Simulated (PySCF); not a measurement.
# What a mistake does to a calculation on Al2CGeH5 cation

These are calculations, not measurements. They come from PySCF 2.14.0, an open-source quantum chemistry program, on an isolated molecule that a program drew, which may never have been made. The molecule is Al2CGeH5 cation (charge +1, singlet), drawn as the SMILES string `[AlH2][Al+][CH]=[GeH2]`.

Each row is a Hartree-Fock (HF) and frozen-core CCSD(T) single point in the cc-pV(D+d)Z basis, meant for a local HF minimum. Run 1 is clean. Each other run has one planted mistake out of seven kinds, and not every kind appears here: one electron removed, one electron added, multiplicity raised by two, geometry at a saddle point, minimal basis STO-3G, one bond length entered in bohr, all coordinates scaled. The reference is restricted for singlets and unrestricted otherwise, and also for a bond in bohr. Adding or removing an electron swaps singlet and doublet. Electrons count all cores. HOMO and LUMO are orbital energies over both spins, the gradient is its largest component, and the lowest frequency (negative if imaginary) is given only where the gradient is small. Bond lengths are over the 8 bonds as drawn. T1 is the CCSD diagnostic: over 0.02 (restricted) or 0.045 (unrestricted) a single reference is doubtful. Germanium has the cc-pVDZ-PP basis, with a core potential (ECP10MDF) in place of its 10 inner electrons, and its 3s, 3p and 3d shells are frozen in CCSD(T).

Geometry of the clean run:
```xyz
9
Al2CGeH5 cation, angstrom
Al    3.6176   -2.3562    1.3956
Al    1.1341   -1.3885    1.2315
C    -0.5935   -0.7350    1.1137
Ge   -2.0820   -1.6816    0.7869
H     3.7152   -3.9027    1.2053
H     4.7117   -1.2761    1.6640
H    -0.7687    0.3326    1.2508
H    -3.4623   -1.0666    0.7062
H    -2.0261   -3.1832    0.5702
```

| run | electrons | basis functions | <S^2> | HOMO (eV) | LUMO (eV) | gradient (hartree/bohr) | lowest frequency (cm^-1) | mean bond (Å) | longest bond (Å) | T1 | HF (hartree) | CCSD(T) (hartree) | mistake |
|---|---|---|---|---|---|---|---|---|---|---|---|---|---|
| 1 | 68 | 108 | 0.000 | -13.15 | -4.26 | 4.0e-05 | 50 | 1.6949 | 2.670 | 0.0156 | -817.70900 | -818.10376 | no fault |
| 2 | 68 | 108 | 2.024 | -10.14 | -5.13 | 9.1e-02 | - | 1.6949 | 2.670 | 0.0332 | -817.63232 | -817.99668 | multiplicity raised by two |
| 3 | 69 | 108 | 1.086 | -5.52 | 0.77 | 4.4e-02 | - | 1.6949 | 2.670 | 0.0472 | -817.88828 | -818.29910 | one electron added |
| 4 | 67 | 108 | 0.757 | -18.85 | -10.64 | 6.6e-02 | - | 1.6949 | 2.670 | 0.0141 | -817.28393 | -817.62867 | ? |

**Which mistake was planted in run 4, and what did it cost?**

It counts 67 electrons, one fewer than the clean run, at the same geometry and basis. So the mistake is: one electron removed. Subtracting run 1 and multiplying by 627.51 kcal/mol a hartree, the energy moved by 266.7 kcal/mol in HF and 298.1 kcal/mol in CCSD(T).

Cautions from the logs. Run 3: T1 is over the limit, so its CCSD(T) energy is less reliable.
